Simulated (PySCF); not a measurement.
Below is a simulated gas-phase C 1s photoelectron spectrum of `C[CH](C)[Al]([Cl])[Cl]` (AlCl2(iPr)).

Every computed line was given a Gaussian of 0.4 eV full width at half maximum and an area set by the number of equivalent atoms; the highest printed point is 100. Level of theory: PySCF 2.14.0, delta-SCF UKS SCAN, pcX-2 on the ionised atom, pcseg-1 elsewhere, spin-free X2C.

(binding energy (eV), intensity): (289.8, 1), (289.9, 3), (290.0, 9), (290.1, 23), (290.2, 40), (290.3, 50), (290.4, 45), (290.5, 34), (290.6, 35), (290.7, 57), (290.8, 88), (290.9, 100), (291.0, 81), (291.1, 47), (291.2, 19), (291.3, 5), (291.4, 1)

Q: Count the maxima, the lines and the sites behind this envelope.

A: The curve has 2 maxima (at 290.3 and 290.9 eV). Under it lie 2 lines from 2 inequivalent carbon sites.

Q: Decompose the envelope and assign each component. Bonds: Al1–Cl2, Al1–Cl3, Al1–C4, C4–C5, C4–C6. Hydrogens: H7 on C4; H8, H9, H10 on C5; H11, H12, H13 on C6.

A: 
| position (eV) | relative area | line | atoms | environment |
| --- | --- | --- | --- | --- |
| 290.31 | 1 | C 1s | C4 | carbon bonded to Al, 2 C and H |
| 290.89 | 2 | C 1s | C5/C6 | carbon bonded to C and 3 H |

The listed C 1s values span 0.58 eV, from C4 (bonded to 2 C, H and Al) to C5/C6 (bonded to C and 3 H).

No satellites, vibrations or lifetime broadening are included. One atom of each set of topologically equivalent atoms was ionised and stands for the set; in this conformer not all members are related by symmetry, and their own values weren't computed. Isolated species at its PBE0-D3(BJ)/def2-SVP geometry (one conformer only).

Time: 40 s wall; peak memory 0.57 GiB. Hardware: one thread of an Arm Neoverse V1, no GPU, on a shared host.
